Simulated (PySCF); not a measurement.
N-Ethyl-1,2-Azaborine: full NMR table

| Property | Result |
| --- | --- |
| Formula | C6H10BN |
| SMILES | CCN1BC=CC=C1 |
| InChI | InChI=1S/C6H10BN/c1-2-8-6-4-3-5-7-8/h3-7H,2H2,1H3 |
| Point group of the computed structure | C1 |
| Carbon signals | 6 |
| Proton signals | 7 |

Structure with atom numbers: `[CH3:1][CH2:2][N:3]1[BH:4][CH:5]=[CH:6][CH:7]=[CH:8]1`. Hydrogens are named by the atom that carries them.

Computed data (PySCF 2.14): PBE0-D3(BJ)/def2-SVP structure, B3LYP/pcJ-1 coupling constants (spin–dipole term only in couplings to heteroatoms), σ from GIAO-PBE/pcSseg-1. No relativistic terms, a single conformation, one averaged value for each set of equivalent atoms, no solvent model.

References, each an isolated molecule treated in the same way: 1H and 13C against TMS; 11B vs BF3·OEt2; 15N vs NH3.

| carbon | δC, type | δH (multiplicity, J in Hz) | HMBC from (abs. J ≥ 3 Hz) | span of the C tensor (ppm) |
| --- | --- | --- | --- | --- |
| C1 | 22.3, CH3 | 1.32 (t, 8.1) | – | 39 |
| C2 | 58.4, CH2 | 3.78 (q, 8.1) | H(C8), H(B4), H(C1) | 70 |
| C5 | 137.8, CH | 7.24 (dd, 11.9, 1.2) | H(C7), H(B4) | 263 |
| C6 | 144.7, CH | 7.58 (ddd, 11.9, 7.5, 1.0) | H(C8), H(B4) | 249 |
| C7 | 117.2, CH | 6.51 (td, 7.5, 1.2) | H(C6), H(C5), H(C8) | 198 |
| C8 | 138.9, CH | 7.09 (dd, 7.6, 1.0) | H(C6), H(C7), H(B4), H(C2) | 177 |

Other nuclei:
| atoms | nucleus | environment | δ (ppm) | σ (ppm) |
| --- | --- | --- | --- | --- |
| H(B4) | 1H | hydrogen on a boron bonded to C, N, in a 6-membered ring | 5.44 | 25.75 |
| B4 | 11B | boron bonded to C, N, H, in a 6-membered ring | 27.7 | 67.1 |
| N3 | 15N | enamine nitrogen | 217.9 | 47.2 |

Selected couplings (Hz, signed; the shortest-range and largest first, 30 at most; isotopes 13C, 1H, 11B, 15N): 1J(C8,H(C8)) 175.0, 1J(C7,H(C7)) 170.1, 1J(C6,H(C6)) 160.2, 1J(C5,H(C5)) 155.7, 1J(C2,H(C2)) 142.2, 1J(B4,H(B4)) 141.8, 1J(C1,H(C1)) 133.8, 1J(B4,C5) 75.0, 1J(C7,C8) 74.0, 1J(C6,C7) 59.3, 1J(C5,C6) 55.0, 1J(C1,C2) 38.1, 1J(N3,B4) -23.4, 1J(N3,C8) -12.3, 1J(C2,N3) -9.5, 2J(B4,H(C5)) 3.9, 2J(N3,H(B4)) -3.5, 2J(C2,B4) 2.4, 2J(C6,C8) -1.7, 2J(C2,C8) 1.5, 2J(C5,C7) 1.3, 2J(N3,H(C8)) -1.1, 2J(B4,C6) -1.0, 3J(H(C5),H(C6)) 11.9, 3J(H(C1),H(C2)) 8.1, 3J(H(C7),H(C8)) 7.6, 3J(B4,H(C6)) 7.5, 3J(H(C6),H(C7)) 7.5, 3J(B4,C7) 7.4, 3J(C5,C8) 6.6.

1. δC 144.7, 137.8: alkene CH; as expected for a trigonal carbon in a double bond.
2. δC 138.9: alkene carbon bearing nitrogen; an sp2 carbon further deshielded by the attached heteroatom.
3. δC 117.2: β carbon of an enol-ether or enamine type C=C.
4. δC 22.3: methyl carbon; a saturated carbon with 1 carbon neighbour and no heteroatom attached.
5. δH 7.58, 7.24: hydrogen on an alkene CH; attached to an sp2 carbon and in the plane of the double bond.
6. The protons at 7.24 and 7.58 share a coupling of 11.9 Hz (vicinal, cis across C=C).
7. The protons at 1.32 and 3.78 share a coupling of 8.1 Hz (vicinal).
8. The protons at 6.51 and 7.09 share a coupling of 7.6 Hz (vicinal, cis across C=C).
9. The protons at 7.58 and 6.51 share a coupling of 7.5 Hz (vicinal).

Hydrogens on boron are broadened and split by 11B (spin 3/2, 80 %) and 10B (spin 3). A carbon bonded to boron is broadened by the quadrupolar boron nucleus and is often missing from a measured spectrum. Splittings below 1 Hz are ignored in the labels, and close J values are merged. Unscaled 3J(H,H) at this level run about 10 % above measured values. Shifts are as computed. Against solution values, carbons near 30 ppm lie about +2 ppm off and those near 130 ppm about +2 ppm. Of 1211 compounds with measured shifts, 218 miss one by over three times the rms of a fit or turn the order of signals round; such compounds aren't used in these exercises. Experimental scales use liquid or dissolved standards, which lie at an offset from isolated NH3 (liquid NH3: subtract about 20 ppm). Unscaled 15N shifts of sp2 nitrogen come out 20 to 40 ppm too high even then.
